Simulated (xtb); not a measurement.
ClTl, charge -1, doublet, at a GFN2-xTB geometry (such geometries of metal compounds can be far from the true shape) (a state made from the parent by changing its charge; the spin is typed, not shown lowest); GFN2-xTB in xtb.

Here is a job for xtb.
```
$ xtb mol.xyz --gfn 2 --chrg -1 --uhf 1 --hess --json

# file mol.xyz
2

Tl    -0.00000000    -0.00000000    -0.47641043
Cl     0.00000000     0.00000000     2.26995558
```

The log (banner, timings and long lists left out):

```
   ID    Z sym.   atoms
    1   81 Tl     1
    2   17 Cl     2

           -------------------------------------------------
          |                Calculation Setup                |
           -------------------------------------------------

           -------------------------------------------------
          |                 G F N 2 - x T B                 |
           -------------------------------------------------

          ...................................................
          :                      SETUP                      :
          :.................................................:
          :  # basis functions                  14          :
          :  # atomic orbitals                  13          :
          :  # shells                            5          :
          :  # electrons                        11          :
          :  max. iterations                   250          :
          :  Hamiltonian                  GFN2-xTB          :
          :  restarted?                      false          :
          :  GBSA solvation                  false          :
          :  PC potential                    false          :
          :  electronic temp.          300.0000000     K    :
          :  accuracy                    1.0000000          :
          :  -> integral cutoff          0.2500000E+02      :
          :  -> integral neglect         0.1000000E-07      :
          :  -> SCF convergence          0.1000000E-05 Eh   :
          :  -> wf. convergence          0.1000000E-03 e    :
          :  Broyden damping             0.4000000          :
          :  net charge                         -1          :
          :  unpaired electrons                  1          :
          ...................................................

 iter      E             dE          RMSdq      gap      omega  full diag
   1     -6.2793189 -0.627932E+01  0.112E+01    0.00       0.0  T
   2     -6.2802977 -0.978884E-03  0.563E+00    0.00       1.0  T
   3     -6.2808489 -0.551139E-03  0.828E-01    0.00       1.0  T
   4     -6.2810537 -0.204862E-03  0.448E-01    0.00       1.0  T
   5     -6.2811318 -0.780185E-04  0.229E-01    0.00       1.0  T
   6     -6.2811612 -0.294131E-04  0.310E-02    0.00       2.3  T
   7     -6.2811611  0.270805E-07  0.149E-02    0.00       4.7  T
   8     -6.2811612 -0.290435E-07  0.618E-04    0.00     114.5  T
   9     -6.2811612  0.633094E-11  0.430E-04    0.00     164.6  T

   *** convergence criteria satisfied after 9 iterations ***

         :::::::::::::::::::::::::::::::::::::::::::::::::::::
         ::                     SUMMARY                     ::
         :::::::::::::::::::::::::::::::::::::::::::::::::::::
         :: total energy              -6.281156544702 Eh    ::
         :: gradient norm              0.000000553338 Eh/a0 ::
         :: HOMO-LUMO gap              0.000000000016 eV    ::
         ::.................................................::
         :: SCC energy                -6.281161174541 Eh    ::
         :: -> isotropic ES            0.110122817263 Eh    ::
         :: -> anisotropic ES         -0.003504256020 Eh    ::
         :: -> anisotropic XC         -0.003517126750 Eh    ::
         :: -> dispersion             -0.000968965258 Eh    ::
         :: repulsion energy           0.000004629839 Eh    ::
         :: add. restraining           0.000000000000 Eh    ::
         :: total charge              -1.000000000000 e     ::
         :::::::::::::::::::::::::::::::::::::::::::::::::::::

           -------------------------------------------------
          |                Numerical Hessian                |
           -------------------------------------------------
step length          :   0.00500
SCC accuracy         :   0.30000
Hessian scale factor :   1.00000
frozen atoms in %    :   0.00000    0
RMS gradient         :   0.00000

writing file <hessian>.

 vibrational frequencies (cm⁻¹)
[...]

           -------------------------------------------------
          |               Frequency Printout                |
           -------------------------------------------------
 vibrational frequencies (cm⁻¹)
eigval :        0.00     0.00     0.00     0.00     0.00   206.65
 reduced masses (amu)
   1:179.41   2:179.41   3:179.41   4: 60.42   5: 60.42   6: 60.42
 IR intensities (km·mol⁻¹)
   1:  4.06   2:  4.06   3:  4.06   4:  8.94   5:  8.94   6: 48.93
 Raman intensities (Ä⁴*amu⁻¹)
   1:  0.00   2:  0.00   3:  0.00   4:  0.00   5:  0.00   6:  0.00
 output can be read by thermo (or use thermo option).
 writing <g98.out> molden fake output.
 recommended (thermochemical) frequency scaling factor: 1.0
           -------------------------------------------------
          |             Thermodynamic Functions             |
           -------------------------------------------------

cin symmetry found (for desy threshold:  0.10E+00) used in thermo

          ...................................................
          :                      SETUP                      :
          :.................................................:
          :  # frequencies                           1      :
          :  # imaginary freq.                       0      :
          :  linear?                              true      :
          :  only rotor calc.                    false      :
          :  symmetry                              cin      :
          :  rotational number                       1      :
          :  scaling factor                  1.0000000      :
          :  rotor cutoff                   50.0000000 cm⁻¹ :
          :  imag. cutoff                  -20.0000000 cm⁻¹ :
          :.................................................:

    mode    ω/cm⁻¹     T·S(HO)/kcal·mol⁻¹    T·S(FR)/kcal·mol⁻¹   T·S(vib)
   ------------------------------------------------------------------------
       1    206.65    -0.61809 ( 99.66%)    -0.63602 (  0.34%)    -0.61815
   ------------------------------------------------------------------------

   temp. (K)  partition function   enthalpy   heat capacity  entropy
                                   cal/mol     cal/K/mol   cal/K/mol   J/K/mol
 298.15  VIB   1.58                  345.380      1.828      2.073
         ROT  0.280E+04              592.502      1.987     17.762
         INT  0.444E+04              937.881      3.815     19.835
         TR   0.359E+28             1481.254      4.968     42.306
         TOT                        2419.1351     8.7830    62.1414   259.9998

       T/K    H(0)-H(T)+PV         H(T)/Eh          T*S/Eh         G(T)/Eh
   ------------------------------------------------------------------------
    298.15    0.385514E-02    0.432592E-02    0.295254E-01   -0.251995E-01
   ------------------------------------------------------------------------

         :::::::::::::::::::::::::::::::::::::::::::::::::::::
         ::                  THERMODYNAMIC                  ::
         :::::::::::::::::::::::::::::::::::::::::::::::::::::
         :: total free energy          -6.306356026072 Eh   ::
         ::.................................................::
         :: total energy               -6.281156544717 Eh   ::
         :: zero point energy           0.000470781236 Eh   ::
         :: G(RRHO) w/o ZPVE           -0.025670262592 Eh   ::
         :: G(RRHO) contrib.           -0.025199481355 Eh   ::
         :::::::::::::::::::::::::::::::::::::::::::::::::::::

           -------------------------------------------------
          | TOTAL ENERGY               -6.281156544717 Eh   |
          | TOTAL ENTHALPY             -6.276830626265 Eh   |
          | TOTAL FREE ENERGY          -6.306356026072 Eh   |
          | GRADIENT NORM               0.000000051002 Eh/α |
          | HOMO-LUMO GAP               0.000000000390 eV   |
           -------------------------------------------------

normal termination of xtb
```
